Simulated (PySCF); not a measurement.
# Reading the logs of faulty runs: B2GeH4N

All numbers below are calculated, not measured. They come from PySCF 2.14.0, an open-source quantum chemistry program, on an isolated molecule that a program drew, which may never have been made. The molecule is B2GeH4N (charge 0, doublet), drawn as the SMILES string `BN=[B][GeH2]`.

Each row is a Hartree-Fock (HF) and frozen-core CCSD(T) single point in the cc-pVDZ basis, meant for a local HF minimum. Run 1 is clean. Each other run has one planted mistake out of seven kinds, and not every kind appears here: one electron removed, one electron added, multiplicity raised by two, geometry at a saddle point, minimal basis STO-3G, one bond length entered in bohr, all coordinates scaled. The reference is restricted for singlets and unrestricted otherwise, and also for a bond in bohr. Adding or removing an electron swaps singlet and doublet. Electrons count all cores. HOMO and LUMO are orbital energies over both spins, the gradient is its largest component, and the lowest frequency (negative if imaginary) is given only where the gradient is small. Bond lengths are over the 7 bonds as drawn. T1 is the CCSD diagnostic: over 0.02 (restricted) or 0.045 (unrestricted) a single reference is doubtful. Germanium has the cc-pVDZ-PP basis, with a core potential (ECP10MDF) in place of its 10 inner electrons, and its 3s, 3p and 3d shells are frozen in CCSD(T).

Geometry of the clean run:
```xyz
8
B2GeH4N, angstrom
B     1.3498   -0.8270   -3.2241
N     1.7989   -0.3808   -1.9676
B     2.1914    0.0059   -0.8507
Ge    2.8892    0.7263    0.9253
H     0.3115   -0.4184   -3.6713
H     2.0046   -1.6166   -3.8509
H     3.8269   -0.2518    1.6283
H     1.7692    1.2045    1.8457
```

| run | electrons | basis functions | <S^2> | HOMO (eV) | LUMO (eV) | gradient (hartree/bohr) | lowest frequency (cm^-1) | mean bond (Å) | longest bond (Å) | T1 | HF (hartree) | CCSD(T) (hartree) | mistake |
|---|---|---|---|---|---|---|---|---|---|---|---|---|---|
| 1 | 53 | 85 | 0.757 | -9.30 | 0.20 | 1.8e-05 | 93 | 1.4499 | 2.040 | 0.0164 | -399.53505 | -399.98843 | no fault |
| 2 | 53 | 85 | 3.791 | -5.22 | -1.20 | 1.5e-01 | - | 1.4499 | 2.040 | 0.0556 | -399.37303 | -399.81733 | multiplicity raised by two |
| 3 | 53 | 85 | 0.765 | -8.30 | 0.46 | 1.5e-05 | -521 | 1.4388 | 1.995 | 0.0167 | -399.52897 | -399.98466 | geometry at a saddle point |
| 4 | 52 | 85 | 0.000 | -14.85 | -7.61 | 5.5e-02 | - | 1.4499 | 2.040 | 0.0207 | -399.22430 | -399.67449 | ? |

**Which mistake was planted in run 4, and what did it cost?**

It counts 52 electrons, one fewer than the clean run, at the same geometry and basis. So the mistake is: one electron removed. Subtracting run 1 and multiplying by 627.51 kcal/mol a hartree, the energy moved by 195.0 kcal/mol in HF and 197.0 kcal/mol in CCSD(T).

Cautions from the logs. Run 2: T1 is over the limit, so its CCSD(T) energy is less reliable; run 4: T1 is over the limit, so its CCSD(T) energy is less reliable.
